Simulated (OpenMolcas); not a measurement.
# Re3+: moving or changing the point charges

Re3+ among 6 point charges of -1.5 e arranged as a trigonal prism (D3h), 2.1 Å from the ion, with a polar angle of 54.5° against the regular 49.1°.

- Program: OpenMolcas 26.06
- Method: SS-CASPT2, IPEA 0.25 Eh, imaginary shift 0.1 Eh (closed shells correlated: 4f 5s 5p)
- Basis: ANO-RCC-VDZP [7s6p4d2f1g]
- Scalar Hamiltonian: DKH2, point nucleus
- Active space: 4 electrons in 5 orbitals (5d)
- State averaging: 2S+1 = 5 even, 5 roots; 2S+1 = 3 even, 45 roots; 2S+1 = 1 even, 50 roots
- Spin-orbit coupling: RASSI with atomic mean-field integrals over the reference wave functions

Runs around this geometry, states (labels of D3, the rotations of D3h). Energies in cm-1 above the lowest state or level, χT in cm3 K/mol.

| R (Å) | q (e) | Polar angle / regular | Ground state | First state of that spin | First gap with spin-orbit (degeneracies) | χT at 300 K | First state of another spin |
| --- | --- | --- | --- | --- | --- | --- | --- |
| 2.1 | -0.75 | 1.11 | 5E | 5E 2110 | 3180 (1, 2) | 0.083 | 3A2 13340 |
| 1.93 | -1.5 | 1.11 | 5E | 5E 8100 | 2240 (1, 2) | 0.173 | 3A2 6730 |
| 2.1 | -1.5 | 1.11 | 5E | 5E 5210 | 2680 (1, 2) | 0.121 | 3A2 9890 |
| 2.24 | -1.5 | 1.11 | 5E | 5E 3730 | 2940 (1, 2) | 0.099 | 3A2 11620 |
| 2.1 | -1.5 | 1.2 | 5E | 5E 260 | 2700 (1, 1) | 0.096 | 3A2 8260 |

Taking the first state of the same spin as R^-n, n = -ln(3730 / 8100) / ln(2.24 / 1.93) = 5.2 between the shortest and longest distance.

Scaling the charges by -0.75 / -1.5 = 0.50 scales the first state of the same spin by 2110 / 5210 = 0.40; with fixed orbitals a first-order splitting would follow the charge.

Roots that are degenerate in the reference are averaged as groups; the widest CASPT2 spread within a group is 150 cm-1 (the 2-fold group of multiplicity 5 near 8100 cm-1 above the lowest state of its run, R = 1.93, q = -1.5, ratio = 1.11). Shifts and gaps below about the spread of the groups concerned are not significant. This shell can be high or low spin here, a state of another spin lies low, and with metal d orbitals alone active their balance is uncertain, so the ground spin may be wrong. Point charges give a weaker field than real ligands, and real ions of this kind are as a rule low spin; the high spin found here belongs to the model. Free-ion shares, where given, are those of the reference states; single-state CASPT2 does not remix them. Spin-orbit coupling mixes the spin-free states strongly: the lowest level takes only 37 % from its leading state, 5E (figures for R = 2.1, q = -0.75, ratio = 1.11; the like holds for R = 1.93, q = -1.5, ratio = 1.11, R = 2.1, q = -1.5, ratio = 1.11, R = 2.24, q = -1.5, ratio = 1.11, R = 2.1, q = -1.5, ratio = 1.2). The ground term spreads over less than 5000 cm-1, several times less than with real ligands, so orbital moments are less quenched and χT lies further from the spin-only value than at real sites (holds for R = 2.1, q = -0.75, ratio = 1.11). An orbital doublet at a regular site is open to a Jahn-Teller distortion, which this geometry leaves out (holds for R = 1.93, q = -1.5, ratio = 1.11). This is an electrostatic model: the charges have no orbitals. No measured value stands beside these numbers.
